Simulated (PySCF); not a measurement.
**Dipole moment and polarisability of `C#CC[Si@@](C)(N)C#N`**

Compound: C5H8N2Si.
Structure used (GFN2-xTB), in Å, numbered top down from 1:
```xyz
16
C5H8N2Si angstrom
C      3.1579   -0.5999    0.2093
C      2.0067   -0.9284    0.2129
C      0.6073   -1.2761    0.2209
Si    -0.4867    0.2529   -0.1272
C     -2.3438   -0.0678    0.0701
N      0.0163    1.4700    0.9789
C     -0.2177    0.7038   -1.9366
N     -0.0624    0.9945   -3.0340
H      4.1749   -0.3447    0.2050
H      0.3549   -1.6935    1.1978
H      0.4314   -2.0538   -0.5250
H     -2.9064    0.8517   -0.0548
H     -2.7075   -0.7737   -0.6703
H     -2.5756   -0.4656    1.0531
H      0.9996    1.5818    1.1681
H     -0.4563    2.3579    1.0205
```

Level: CAM-B3LYP/def2-SVPD (PySCF), static field, nuclei fixed, core orbitals frozen in the response. The polarisability tensor in these axes (au):

```
x   107.35   0.61   0.25
y     0.61  77.80  -3.44
z     0.25  -3.44  88.76
```

Question: Give the principal values, the mean and the anisotropy Δα = √{½[(α1 − α2)² + (α2 − α3)² + (α1 − α3)²]}.

Answer: Principal values 76.80, 89.75 and 107.36 au; mean 91.30 au = 13.53 Å³ = 15.05 × 10⁻⁴⁰ C²·m²/J; Δα = 26.57 au (29 % of the mean).

Question: What is the dipole moment, and where does it point?

Answer: (-1.02, -0.42, 3.69) D, 3.85 D in size, pointing from the negative to the positive side. Measured along this direction, the outermost atoms are N8 at the negative end and H14 at the positive end.

Question: Find the Langevin capture rate constant for H3O+ (19.018 u) meeting this molecule (124.046 u), k = 2.342 × 10⁻⁹ cm³/s × √(α in Å³ / reduced mass in u).

Answer: The reduced mass is 16.49 u, so k = 2.12 × 10⁻⁹ cm³/s. The formula leaves out the permanent dipole, which adds to the capture rate.

Question: In TDDFT the mean static polarisability is Σ f/ω² over all singlet excitations (ω in hartree). How much of it do the 8 lowest give? Their energies (eV) and oscillator strengths: 6.55, 0.0013; 6.77, 0.0309; 6.85, 0.0005; 6.88, 0.0315; 7.14, 0.0024; 7.18, 0.0075; 7.32, 0.0064; 7.47, 0.0264.

Answer: They add up to 1.60 au, 1.8 % of the 91.30 au; the largest single term is 0.50 au, from the state at 6.77 eV. Terms in order: 0.02, 0.50, 0.01, 0.49, 0.04, 0.11, 0.09, 0.35 au. Higher excitations give the rest. The strengths listed sum to 0.107.

Question: Directions of the eigenvectors, and the extent of the frame along each?

Answer: Largest value along (1.00, 0.02, 0.01), where the nuclei span 7.06 Å; middle along (0.00, -0.28, 0.96), 4.81 Å; least along (-0.02, 0.96, 0.28), 4.68 Å. 

One conformer (not necessarily the lowest) at the GFN2-xTB geometry, without solvent, vibrations or thermal averaging.
